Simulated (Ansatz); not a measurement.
Consider the cleavage of the B–Si bond: `B[SiH2]B(C)[SiH3]` + `C=C=N` → `BN=C=C` + `CB([SiH3])[SiH3]`.

Computed with Ansatz on PBE0-D4/def2-TZVP structures; ΔE is electronic, products minus reactants. CCSD(T)/CBS is the MP2 limit (def2-TZVPP, def2-QZVPP) plus CCSD(T) − MP2 in def2-TZVPP, frozen cores. This one scheme is used for every species. DFT in def2-TZVPP. B3LYP here is the variant with VWN-RPA as its local correlation; programs differ in this. One conformer a species, not always the lowest.

```tsv
level	ΔE (kJ/mol)	difference from CCSD(T)/CBS
r2SCAN-D4	-142.9	-6.5
PBE0-D4	-139.4	-3.0
B3LYP-D4	-149.2	-12.8
ωB97X-V	-136.3	0.1
ωB97M-V	-140.7	-4.3
B2PLYP	-149.1	-12.7
PBE	-142.5	-6.1
r2SCAN	-143.7	-7.3
PBE0	-141.8	-5.4
MP2/def2-TZVPP	-144.8	-8.4
SCS-MP2/def2-TZVPP	-143.5	-7.1
CCSD/def2-TZVPP	-136.6	-0.2
CCSD(T)/def2-TZVPP	-136.4	0.0
MP2/def2-QZVPP	-144.9	-8.5
SCS-MP2/def2-QZVPP	-143.6	-7.2
HF/CBS(def2)	-147.9	-11.5
CCSD(T)/CBS	-136.4	0
```

Largest T1 diagnostic among the species: 0.017.

The D4 term adds +3.9 kJ/mol with B3LYP and +2.4 kJ/mol with PBE0; it sums over pairs of atoms, weighted by their polarisabilities, and B3LYP, whose exchange is more repulsive, gets the larger term.
